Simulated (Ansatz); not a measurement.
C4H10BrGa (SMILES C[CH2][Ga]([Br])[CH2]C), singlet, at a GFN2-xTB geometry (such geometries of metal compounds can be far from the true shape), with bond 6-3 at 1.4 times its length; CASSCF(4,5)/STO-3G in Ansatz (a first-principles code).

Here is a job for Ansatz.
Ansatz 0.2 input:
```yaml
crystal:
  periodic: [false, false, false]
  atoms:
    - {symbol: Ga, position_ang: [-0.09151144, 0.13475116, -0.45676038]}
    - {symbol: Br, position_ang: [0.04431272, -0.16406154, 1.84047835]}
    - {symbol: C, position_ang: [1.11866915, -1.14166338, -1.56032559]}
    - {symbol: C, position_ang: [1.89910082, -2.09345442, -0.65285910]}
    - {symbol: H, position_ang: [1.80633683, -0.54091104, -2.16730006]}
    - {symbol: H, position_ang: [0.24123094, -1.93266615, -2.54040066]}
    - {symbol: H, position_ang: [1.22151547, -2.70954013, -0.05715797]}
    - {symbol: H, position_ang: [2.53988600, -1.53898621, 0.03669660]}
    - {symbol: H, position_ang: [2.53130199, -2.75811674, -1.24246296]}
    - {symbol: C, position_ang: [-1.40570915, 1.63715420, -1.02195614]}
    - {symbol: C, position_ang: [-1.49241622, 1.81052348, -2.53816596]}
    - {symbol: H, position_ang: [-1.08293049, 2.57440087, -0.54843312]}
    - {symbol: H, position_ang: [-2.39577548, 1.40455527, -0.60662799]}
    - {symbol: H, position_ang: [-1.83846127, 0.89289707, -3.01663162]}
    - {symbol: H, position_ang: [-0.51739739, 2.06226504, -2.95858635]}
    - {symbol: H, position_ang: [-2.18836132, 2.60961026, -2.79644717]}
basis:
  gaussian:
    orbitals: STO-3G
hamiltonian:
  xc: hf
magnetization: {spin_polarized: false}
correlation: {active_space: {window: {electrons: 4, orbitals: 5}}}
```

The log (banner, timings and long lists left out):

```
Functional definition: HF
783 factors; integrals over basis functions are off by at most 6.0e-5 eV
mean field evaluation 1: about -125196.6269 eV, gradient 1.8e1 eV
mean field evaluation 2: about -125196.8417 eV, gradient 1.8e1 eV
mean field evaluation 4: about -125198.7845 eV, gradient 1.8e0 eV
mean field evaluation 8: about -125198.8044 eV, gradient 4.7e-2 eV
mean field evaluation 16: about -125198.2327 eV, gradient 6.1e0 eV
mean field -125198.80393078 eV, -4600.9711816590 hartree, gradient 2.1e-6 eV, S^2 0.000000; 2 other end points of the search recorded, 0 dependent functions left out
reference -125198.80393078 eV, -4600.9711816590 hartree; 50, 50 occupied and 16, 16 virtual orbitals, 783 factors
state -125201.54084323 eV, -4601.0717613364 hartree
the orbitals are reached from a further start. From the first start the search ends at -125200.51142003 eV, -4601.0339307315 hartree
Total energy: -125201.54084323 eV, -4601.0717613364 hartree
```
